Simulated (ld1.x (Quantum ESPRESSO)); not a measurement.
Pseudopotential generation for Ru: TM semilocal, PBE, scalar-relativistic.

Input for ld1.x (Quantum ESPRESSO) 7.5:

```
&input
   title='Ru', zed=44., rel=1, dft='PBE', iswitch=3,
   config='[Kr] 4d7 5s0 5p0',
   nld=3, rlderiv=2.35, eminld=-8.0, emaxld=5.0, deld=0.04
 /
 &inputp
   pseudotype=1, tm=.true., lloc=2,
   nlcc=.false.,
   file_pseudopw='Ru.pp', file_wfcaegen='ae.wfc', file_wfcncgen='nc.wfc'
 /
3
4S  1  0   2.00   0.00  1.10  1.10  0.0
4P  2  1   6.00   0.00  1.65  1.65  0.0
4D  3  2   7.00   0.00  2.15  2.15  0.0
 &test
   configts(1)='4s2 4p6 4d7 5s0 5p0'
 /
```

Command:

```bash
ld1.x < Ru.in > Ru.out
```

Output (shortened: banner, matrices, multipoles, cross overlaps and the repeated all-electron block are left out):

```
Program LD1 v.7.5
     --------------------------- All-electron run ----------------------------

     Ru
     scalar relativistic calculation

     atomic number is 44.00
     dft =PBE   lsd =0 sic =0 latt =0  beta=0.20 tr2=1.0E-14
     Exchange-correlation= PBE
                           (   1   4   3   4   0   0   0)
     mesh =1233 r(mesh) = 101.06970 a.u. xmin = -7.00 dx = 0.01250
     1 Ry =  13.60569312 eV, c = 137.03599908

     n l     nl                  e(Ry)          e(Ha)          e(eV)
     1 0     1S 1( 2.00)     -1612.9276      -806.4638    -21944.9979
     2 0     2S 1( 2.00)      -232.3617      -116.1809     -3161.4426
     2 1     2P 1( 6.00)      -208.1583      -104.0792     -2832.1381
     3 0     3S 1( 2.00)       -41.3618       -20.6809      -562.7566
     3 1     3P 1( 6.00)       -33.4077       -16.7038      -454.5347
     4 0     4S 1( 2.00)        -6.1572        -3.0786       -83.7727
     4 1     4P 1( 6.00)        -3.9581        -1.9790       -53.8525
     3 2     3D 1(10.00)       -20.6104       -10.3052      -280.4186
     4 2     4D 1( 7.00)        -0.9219        -0.4609       -12.5430
     5 0     5S 1( 0.00)        -0.7714        -0.3857       -10.4957
     5 1     5P 1( 0.00)        -0.4498        -0.2249        -6.1204

     final scf error:  1.4E-15 reached in  33 iterations

     Etot =   -9060.974636 Ry,   -4530.487318 Ha, -123280.840289 eV

     Ekin =    9369.976327 Ry,    4684.988164 Ha,  127485.022478 eV
     Encl =  -21835.090324 Ry,  -10917.545162 Ha, -297081.538259 eV
     Eh   =    3670.593462 Ry,    1835.296731 Ha,   49940.968223 eV
     Exc  =    -266.454101 Ry,    -133.227051 Ha,   -3625.292731 eV

     normalization and overlap integrals

     s(1S/1S) =  1.000000  <r> =   0.0334  <r2> =    0.0015  r(max) =   0.0216
     s(2S/2S) =  1.000000  <r> =   0.1457  <r2> =    0.0250  r(max) =   0.1229
     s(2P/2P) =  1.000000  <r> =   0.1270  <r2> =    0.0197  r(max) =   0.0981
     s(3S/3S) =  1.000000  <r> =   0.4027  <r2> =    0.1856  r(max) =   0.3600
     s(3P/3P) =  1.000000  <r> =   0.4030  <r2> =    0.1888  r(max) =   0.3555
     s(4S/4S) =  1.000000  <r> =   1.0197  <r2> =    1.1789  r(max) =   0.9193
     s(4P/4P) =  1.000000  <r> =   1.1293  <r2> =    1.4633  r(max) =   0.9785
     s(3D/3D) =  1.000000  <r> =   0.3841  <r2> =    0.1767  r(max) =   0.3022
     s(4D/4D) =  1.000000  <r> =   1.6422  <r2> =    3.3079  r(max) =   1.2102
     s(5S/5S) =  1.000000  <r> =   3.0598  <r2> =   10.6397  r(max) =   2.5943
     s(5P/5P) =  1.000000  <r> =   3.9514  <r2> =   17.8269  r(max) =   3.3311

     ------------------------ End of All-electron run ------------------------

     --------------------- Generating NC pseudopotential ---------------------

      Generating local pot.: lloc=2, matching radius rcloc =   2.1500

      Wfc   4S  rcut= 1.095  Using Troullier-Martins method

      Wfc   4P  rcut= 1.634  Using Troullier-Martins method

     ------------------- End of pseudopotential generation -------------------

     Computing logarithmic derivative in   2.36217
     Computing logarithmic derivative in   2.36217
     Computing the partial wave expansion
     R is outside the sphere for l=    0 j= 0.00
     R is outside the sphere for l=    1 j= 0.00
       no projector for channel:   2

     ---------------------- Testing the pseudopotential ----------------------

     Ru
     scalar relativistic calculation

     atomic number is 44.00   valence charge is 16.00
     dft =PBE   lsd =0 sic =0 latt =0  beta=0.20 tr2=1.0E-14
     mesh =1233 r(mesh) = 101.06970 xmin = -7.00 dx = 0.01250

     n l     nl             e AE (Ry)        e PS (Ry)    De AE-PS (Ry)
     1 0     4S   1( 2.00)       -6.15718       -6.15727        0.00009
     2 1     4P   1( 6.00)       -3.95809       -3.95810        0.00001
     3 2     4D   1( 7.00)       -0.92189       -0.92190        0.00000
     2 0     5S   1( 0.00)       -0.77142       -0.77883        0.00742  !
     3 1     5P   1( 0.00)       -0.44984       -0.45779        0.00795  !

     eps = 3.8E-15  iter = 28

     Etot =   -9060.974636 Ry,   -4530.487318 Ha, -123280.840289 eV
     Etotps =  -188.218104 Ry,     -94.109052 Ha,   -2560.837766 eV

     Ekin =      65.168221 Ry,      32.584111 Ha,     886.658821 eV
     Encl =    -393.810997 Ry,    -196.905498 Ha,   -5358.071570 eV
     Ehrt =     151.555455 Ry,      75.777727 Ha,    2062.017006 eV
     Ecxc =     -19.465660 Ry,      -9.732830 Ha,    -264.843793 eV
     Epseu=       8.334876 Ry,       4.167438 Ha,     113.401770 eV

     ---------------------- End of pseudopotential test ----------------------
```

Generation and configuration tests took about 1.2 s on one core of a shared server CPU.

Transferability test of the new file with ld1.x, input:

```
&input
   title='Ru', zed=44., rel=1, dft='PBE', iswitch=2,
   config='[Kr] 4d7 5s0 5p0'
 /
 &test
   file_pseudo='Ru.pp', nconf=8,
   configts(1)='4s2 4p6 4d7 5s0 5p0',
   configts(2)='4s2 4p6 4d7 5s1 5p0',
   configts(3)='4s2 4p6 4d6 5s0 5p0',
   configts(4)='4s2 4p6 4d5 5s0 5p0',
   configts(5)='4s2 4p6 4d6 5s2 5p0',
   configts(6)='4s2 4p5 4d7 5s1 5p0',
   configts(7)='4s2 4p6 4d6 5s1 5p0',
   configts(8)='4s2 4p6 4d6 5s1 5p1'
 /
```

```bash
ld1.x < Ru.test.in > Ru.test.out
```

Pseudopotential blocks of its output, shortened (energy terms left out):

```
     ---------------------- Testing the pseudopotential ----------------------

     n l     nl             e AE (Ry)        e PS (Ry)    De AE-PS (Ry)
     1 0     4S   1( 2.00)       -6.15718       -6.15727        0.00009
     2 1     4P   1( 6.00)       -3.95809       -3.95810        0.00001
     3 2     4D   1( 7.00)       -0.92189       -0.92190        0.00000
     2 0     5S   1( 0.00)       -0.77142       -0.77883        0.00742  !
     3 1     5P   1( 0.00)       -0.44984       -0.45779        0.00795  !

     eps = 8.9E-15  iter = 21

     Etot =   -9060.974636 Ry,   -4530.487318 Ha, -123280.840289 eV
     Etotps =  -188.218107 Ry,     -94.109053 Ha,   -2560.837800 eV

     ---------------------- End of pseudopotential test ----------------------

          ---------------------- Testing the pseudopotential ----------------------

     n l     nl             e AE (Ry)        e PS (Ry)    De AE-PS (Ry)
     1 0     4S   1( 2.00)       -5.61314       -5.60870       -0.00444
     2 1     4P   1( 6.00)       -3.41149       -3.40747       -0.00402
     3 2     4D   1( 7.00)       -0.38235       -0.37926       -0.00309
     2 0     5S   1( 1.00)       -0.31159       -0.31563        0.00404
     3 1     5P   1( 0.00)       -0.06706       -0.06951        0.00246

     eps = 8.5E-15  iter = 18

     Etot =   -9061.510603 Ry,   -4530.755302 Ha, -123288.132501 eV
     Etotps =  -188.759847 Ry,     -94.379923 Ha,   -2568.208549 eV
     dEtot_ae =      -0.535968 Ry
     dEtot_ps =      -0.541740 Ry,   Delta E=       0.005772 Ry

     ---------------------- End of pseudopotential test ----------------------

          ---------------------- Testing the pseudopotential ----------------------

     n l     nl             e AE (Ry)        e PS (Ry)    De AE-PS (Ry)
     1 0     4S   1( 2.00)       -7.09306       -7.09390        0.00085
     2 1     4P   1( 6.00)       -4.88131       -4.88251        0.00121
     3 2     4D   1( 6.00)       -1.77401       -1.77465        0.00064
     2 0     5S   1( 0.00)       -1.40128       -1.41311        0.01183  !
     3 1     5P   1( 0.00)       -0.98924       -1.00588        0.01665  !

     eps = 5.2E-15  iter = 22

     Etot =   -9059.637961 Ry,   -4529.818980 Ha, -123262.653900 eV
     Etotps =  -186.881000 Ry,     -93.440500 Ha,   -2542.645538 eV
     dEtot_ae =       1.336675 Ry
     dEtot_ps =       1.337107 Ry,   Delta E=      -0.000432 Ry

     ---------------------- End of pseudopotential test ----------------------

          ---------------------- Testing the pseudopotential ----------------------

     n l     nl             e AE (Ry)        e PS (Ry)    De AE-PS (Ry)
     1 0     4S   1( 2.00)       -8.16389       -8.16323       -0.00066
     2 1     4P   1( 6.00)       -5.93311       -5.93402        0.00091
     3 2     4D   1( 5.00)       -2.74533       -2.74454       -0.00079
     2 0     5S   1( 0.00)       -2.11289       -2.13046        0.01757  !
     3 1     5P   1( 0.00)       -1.61922       -1.64835        0.02913  !

     eps = 9.5E-15  iter = 22

     Etot =   -9057.387242 Ry,   -4528.693621 Ha, -123232.031306 eV
     Etotps =  -184.629934 Ry,     -92.314967 Ha,   -2512.018221 eV
     dEtot_ae =       3.587394 Ry
     dEtot_ps =       3.588173 Ry,   Delta E=      -0.000779 Ry

     ---------------------- End of pseudopotential test ----------------------

          ---------------------- Testing the pseudopotential ----------------------

     n l     nl             e AE (Ry)        e PS (Ry)    De AE-PS (Ry)
     1 0     4S   1( 2.00)       -5.85824       -5.84798       -0.01027  !
     2 1     4P   1( 6.00)       -3.64532       -3.63638       -0.00893  !
     3 2     4D   1( 6.00)       -0.56373       -0.55674       -0.00700  !
     2 0     5S   1( 2.00)       -0.38127       -0.38497        0.00370
     3 1     5P   1( 0.00)       -0.09996       -0.10324        0.00327

     eps = 5.3E-15  iter = 25

     Etot =   -9061.385604 Ry,   -4530.692802 Ha, -123286.431803 eV
     Etotps =  -188.643728 Ry,     -94.321864 Ha,   -2566.628679 eV
     dEtot_ae =      -0.410969 Ry
     dEtot_ps =      -0.425622 Ry,   Delta E=       0.014653 Ry

     ---------------------- End of pseudopotential test ----------------------

          ---------------------- Testing the pseudopotential ----------------------

     n l     nl             e AE (Ry)        e PS (Ry)    De AE-PS (Ry)
     1 0     4S   1( 2.00)       -6.55139       -6.55658        0.00518  !
     2 1     4P   1( 5.00)       -4.32687       -4.33241        0.00554  !
     3 2     4D   1( 7.00)       -1.19938       -1.19604       -0.00334
     2 0     5S   1( 1.00)       -0.87746       -0.88593        0.00847  !
     3 1     5P   1( 0.00)       -0.51979       -0.53046        0.01067  !

     eps = 1.0E-15  iter = 18

     Etot =   -9057.659995 Ry,   -4528.829998 Ha, -123235.742307 eV
     Etotps =  -184.906758 Ry,     -92.453379 Ha,   -2515.784607 eV
     dEtot_ae =       3.314640 Ry
     dEtot_ps =       3.311349 Ry,   Delta E=       0.003292 Ry

     ---------------------- End of pseudopotential test ----------------------

          ---------------------- Testing the pseudopotential ----------------------

     n l     nl             e AE (Ry)        e PS (Ry)    De AE-PS (Ry)
     1 0     4S   1( 2.00)       -6.43449       -6.42881       -0.00568  !
     2 1     4P   1( 6.00)       -4.22270       -4.21797       -0.00473
     3 2     4D   1( 6.00)       -1.13202       -1.12826       -0.00375
     2 0     5S   1( 1.00)       -0.86537       -0.87260        0.00723  !
     3 1     5P   1( 0.00)       -0.51463       -0.52368        0.00906  !

     eps = 7.6E-15  iter = 19

     Etot =   -9060.767382 Ry,   -4530.383691 Ha, -123278.020453 eV
     Etotps =  -188.020005 Ry,     -94.010003 Ha,   -2558.142493 eV
     dEtot_ae =       0.207254 Ry
     dEtot_ps =       0.198101 Ry,   Delta E=       0.009153 Ry

     ---------------------- End of pseudopotential test ----------------------

          ---------------------- Testing the pseudopotential ----------------------

     n l     nl             e AE (Ry)        e PS (Ry)    De AE-PS (Ry)
     1 0     4S   1( 2.00)       -5.97341       -5.95983       -0.01358  !
     2 1     4P   1( 6.00)       -3.76083       -3.74843       -0.01240  !
     3 2     4D   1( 6.00)       -0.67286       -0.66245       -0.01041  !
     2 0     5S   1( 1.00)       -0.45387       -0.45564        0.00177
     3 1     5P   1( 1.00)       -0.15422       -0.15655        0.00234

     eps = 4.5E-15  iter = 20

     Etot =   -9061.095102 Ry,   -4530.547551 Ha, -123282.479317 eV
     Etotps =  -188.353258 Ry,     -94.176629 Ha,   -2562.676625 eV
     dEtot_ae =      -0.120466 Ry
     dEtot_ps =      -0.135151 Ry,   Delta E=       0.014685 Ry

     ---------------------- End of pseudopotential test ----------------------
```
